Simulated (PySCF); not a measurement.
# Fractional electron number in Au(2+) (gold, charge +2)

The 5d beta orbital of [Xe] 4f14 5d9 is emptied in steps (occupation f), with all orbitals relaxed, ending at [Xe] 4f14 5d8. Computed with PySCF 2.14 in def2-SVP with the def2 core potential (60 electrons) (6s3p2d1f, 32 functions), with scalar relativity through the core potential. The exact energy is a straight line in f; departures are measured from the line between the end points of the same method.

| f | r2SCAN0 (eV) |
| --- | --- |
| 1 | 0.000 |
| 0.8 | -0.661 |
| 0.6 | -0.995 |
| 0.4 | -0.998 |
| 0.2 | -0.667 |
| 0 | 0.000 |

For r2SCAN0, how does the orbital energy at f = 1 compare with the removal energy?

−ε = 28.443 eV against a total-energy difference of 32.559 eV. By Janak's theorem ε = ∂E/∂f, so the gap between them reflects the curvature. Along the path −ε is 30.068 (f = 0.8), 31.715 (f = 0.6), 33.377 (f = 0.4), 35.052 (f = 0.2) eV.

Reference removal energy between the ground levels: 30 ± 1.6 eV (theoretical estimate listed by NIST; NIST Atomic Spectra Database, ionization energies). The calculation has no spin-orbit coupling. The determinant left behind need not be the lowest term of the ion.
